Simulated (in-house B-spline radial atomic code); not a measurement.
## RPA and G0W0 on CAM-B3LYP: B2+

Configuration [He] 2s1, highest spin, mean-field start CAM-B3LYP. Computed with an all-electron radial atomic-structure program (B-spline basis): all electrons, scalar-relativistic (spin-free one-electron X2C), finite nucleus, each spin shell either full or empty, empty states to l = 9 with an (l + 1/2)⁻⁴ tail; G0W0 by contour deformation at full frequency.

RPA overbinds a lone outer s electron by self-correlation, and G0W0 tends to as well.

Command:
```bash
python run_gw.py task.json out
```
Settings (radii: box in bohr, nucleus in fm):
```
Z                        5
electrons                3
configuration            [He] 2s1
hamiltonian              x2c
method                   camb3lyp
lmax                     9
rms_radius               2.406
spin_polarised           True
box_radius               17.55
intervals                72
ion_configuration        1s2
```

Cost of the run: 2.7 s on 1 thread of Arm Neoverse N1, on a shared host.

Energies (hartree):

```tsv
term	value
mean-field total	-23.41953
Hartree-Fock functional on these orbitals	-23.38107
direct second order	-0.12754
second-order exchange	0.077551
SOSEX correction	0.069866
```

**Question.** What is the RPA correlation energy, and what remains with SOSEX?

**Answer.** RPA gives -0.117 hartree (-1.06 eV per electron); RPA + SOSEX gives -0.047133, and the second-order doubles -0.049989 hartree (no singles). SOSEX takes back 60 % of the RPA value.

Quasi-particle levels (eV):

```tsv
level	occupied	mean field	Σx - vxc	Σc	QP weight	G0W0
2s up	yes	-35.50	-2.34	?	?	?
2s down	no	-27.252	4.30	-1.98	0.927	-24.936
```

G0W0 = mean field + (Σx - vxc) + Σc, with Σc (partial-wave tail included) taken at the quasi-particle energy. Levels of low weight are left out.

**Question.** Where does G0W0 put 2s up?

**Answer.** At -38.83 eV, with Σc = -0.99 eV and a quasi-particle weight of 0.963. The tabulated removal energy is 37.931 eV (NIST, measured).

**Question.** What does it cost to remove one electron (to 1s2) by differences of total energies, each species on its own start (correlation terms add to the Hartree-Fock functional)?

**Answer.** CAM-B3LYP 38.47 eV, Hartree-Fock functional 37.82 eV, + RPA 38.62 eV, + RPA + SOSEX 37.91 eV, + second order 37.92 eV. Tabulated: 37.931 eV (NIST, measured).
